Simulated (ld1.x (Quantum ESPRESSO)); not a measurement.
**Which change was made? (Ag, TM)**

```json
{
 "Element": "Ag (Z = 47)",
 "Generator": "ld1.x (Quantum ESPRESSO) 7.5",
 "Type": "norm-conserving Troullier–Martins (Kleinman–Bylander form)",
 "Functional": "PBE",
 "Relativity": "scalar-relativistic",
 "Frozen core": "[Kr]",
 "Valence charge": "11",
 "Reference configuration": "4d10 5s1 5p0",
 "Partial waves": "5s (bound): rc 2.65 bohr; 5p (bound, empty): rc 2.70 bohr; 4d (bound): rc 1.95 bohr",
 "Local potential": "all-electron potential smoothed inside 1.90 bohr (lloc = -2)",
 "Core correction": "none"
}
```

Cutoffs, loose and tight: the cutoffs (Ry, on a coarse ladder) from which the occupation-weighted sum of valence levels, in a spherical-Bessel basis at the reference potential, stays within 10 and 1 mRy of its value at 400 Ry. They do not see the model core or the augmentation charge, which bear on the density cutoff. Test errors are all-electron minus pseudo excitation energies from the reference, over the configurations 4d10 5s0 5p0; 4d9 5s0 5p0; 4d8 5s0 5p0; 4d10 5s0 5p1; 4d9 5s2 5p0; 4d9 5s1 5p1; 4d7 5s0 5p0; variants that change the core or the reference have their own tests. The largest error is taken over the tests solved by every variant that gives reliable tests at all, those not shown here included: 4d10 5s0 5p0; 4d10 5s0 5p1; 4d7 5s0 5p0; 4d8 5s0 5p0; 4d9 5s0 5p0; 4d9 5s2 5p0.

The base gives: outcome: generated; cutoff, loose: 55 Ry; cutoff, tight: 90 Ry; bound ghosts: none; largest test error (meV): -572.

(1) After one change the result is: outcome: generated; cutoff, loose: 55 Ry; cutoff, tight: 90 Ry; bound ghosts: none; largest test error (meV): -1636. Which change was it?
A. local potential all-electron potential smoothed inside 2.74 bohr (lloc = -2)
B. local potential all-electron potential smoothed inside 1.14 bohr (lloc = -2)
C. local potential all-electron potential smoothed inside 2.18 bohr (lloc = -2)
D. local potential all-electron potential smoothed inside 3.18 bohr (lloc = -2)

## Answers

(1) D. The others give: local potential all-electron potential smoothed inside 2.74 bohr (lloc = -2) → outcome: generated; cutoff, loose: 55 Ry; cutoff, tight: 90 Ry; bound ghosts: none; largest test error (meV): -1242 | local potential all-electron potential smoothed inside 1.14 bohr (lloc = -2) → outcome: generated; cutoff, loose: 55 Ry; cutoff, tight: 90 Ry; bound ghosts: s, p; largest test error (meV): -320 | local potential all-electron potential smoothed inside 2.18 bohr (lloc = -2) → outcome: generated; cutoff, loose: 55 Ry; cutoff, tight: 90 Ry; bound ghosts: none; largest test error (meV): -756.
